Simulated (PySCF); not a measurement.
# PySCF run on RbCl

Input:

```python
from pyscf import gto, dft

mol = gto.M(
    atom='Rb 0 0 0; Cl 0 0 3.241',
    basis='sbkjc',
    ecp={'Rb': 'sbkjc', 'Cl': 'sbkjc'},
    charge=0,
    spin=0,
    verbose=4,
)
mf = dft.UKS(mol, xc='m062x')
mf.kernel()
mf.stability(internal=True, external=True)
mf.dip_moment()
print('orbital energies (hartree):', [e[max(0, n-3):n+3].round(4) for e, n in zip(mf.mo_energy, mol.nelec)])
```

```bash
$ python input.py
```

The log (some set-up lines and the per-cycle HOMO/LUMO lines with their warnings removed):

```
PySCF version 2.14.0

[INPUT] Symbol           X                Y                Z      unit          X                Y                Z       unit  Magmom
[INPUT]  1 Rb     0.000000000000   0.000000000000   0.000000000000 AA    0.000000000000   0.000000000000   0.000000000000 Bohr   0.0
[INPUT]  2 Cl     0.000000000000   0.000000000000   3.241000000000 AA    0.000000000000   0.000000000000   6.124602369715 Bohr   0.0

nuclear repulsion = 1.14293134107991
number of shells = 8
number of NR pGTOs = 32
number of NR cGTOs = 16
basis = sbkjc
ecp = {'Rb': 'sbkjc', 'Cl': 'sbkjc'}

******** <class 'pyscf.dft.uks.UKS'> ********
method = UKS
initial guess = minao
damping factor = 0
level_shift factor = 0
DIIS = <class 'pyscf.scf.diis.CDIIS'>
SCF conv_tol = 1e-09
SCF max_cycles = 50
number electrons alpha = 4  beta = 4
XC functionals = m062x

grids dens level: 3
tot grids = 40792
init E= -14.3212173145387
cycle= 1 E= -15.0992143536608  delta_E= -0.778  |g|= 0.0869  |ddm|= 1.82
cycle= 2 E= -15.1073476709915  delta_E= -0.00813  |g|= 0.0393  |ddm|= 0.229
cycle= 3 E= -15.1086185543602  delta_E= -0.00127  |g|= 0.00996  |ddm|= 0.0723
cycle= 4 E= -15.1087551283373  delta_E= -0.000137  |g|= 0.000774  |ddm|= 0.0232
cycle= 5 E= -15.1087593140229  delta_E= -4.19e-06  |g|= 0.000168  |ddm|= 0.00462
cycle= 6 E= -15.1087594126348  delta_E= -9.86e-08  |g|= 1e-05  |ddm|= 0.000757
cycle= 7 E= -15.1087594130549  delta_E= -4.2e-10  |g|= 1.25e-06  |ddm|= 5.46e-05
Extra cycle  E= -15.1087594130611  delta_E= -6.19e-12  |g|= 3.47e-07  |ddm|= 6.6e-06
converged SCF energy = -15.1087594130611  <S^2> = 5.3290705e-15  2S+1 = 1
uhf_internal: lowest eigs of H = [0.2388707  0.24187198 0.25191535]
<class 'pyscf.dft.uks.UKS'> wavefunction is stable in the internal stability analysis
uhf_real2complex: lowest eigs of H = [0.11592952 0.11594495 0.1269877 ]
<class 'pyscf.dft.uks.UKS'> wavefunction is stable in the real -> complex stability analysis
uhf_external: lowest eigs of H = [0.11448566 0.11564238 0.11592981]
Dipole moment(X, Y, Z, Debye): -0.00000, -0.00000, -14.69139
orbital energies (hartree): [array([-0.2304, -0.2203, -0.2203, -0.0454, -0.0021, -0.0021]), array([-0.2304, -0.2203, -0.2203, -0.0454, -0.0021, -0.0021])]
```

In short: E(SCF) = -15.108759 Eh, 7 cycles, μz(SCF) = -14.69 D, internal stable; real -> complex stable.

Wall time 5.2 s on one thread of a shared host.

The bond length is a typed value, not an optimised one. No search for the lowest solution was made.
